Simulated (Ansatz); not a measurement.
Species: GeBr2 (charge 0, singlet). SMILES: [Br][Ge][Br]
Coordinates optimised at B3LYP-D3(BJ)/def2-TZVP (Ansatz, a program for electronic structure):
```xyz
3

Ge    -0.0024    -0.0017     1.0279
Br     1.0252    -1.5196    -0.4700
Br    -1.0230     1.5212    -0.4697
```
Charge 0, spin multiplicity 1.

Question: Give the harmonic wavenumbers at B3LYP-D3(BJ)/def2-TZVP (Ansatz, finite differences of forces, unscaled).

Answer: 99, 271, 281 cm⁻¹. Zero-point energy 0.9 kcal/mol.

Question: From these and the geometry, give the ideal-gas thermochemistry at 298.15 K and 1 atm (rigid rotor, harmonic oscillator).

Answer: Point group C2v, rotational symmetry number 2. Rotational constants 4.512, 0.9411, 0.7787 GHz. S(trans) 42.23, S(rot) 27.59, S(vib) 6.60, S(elec, spin only) 0.00, S 76.4 cal/(mol K). H(298) - H(0) 3.40 kcal/mol; G - E(el) -18.5 kcal/mol.
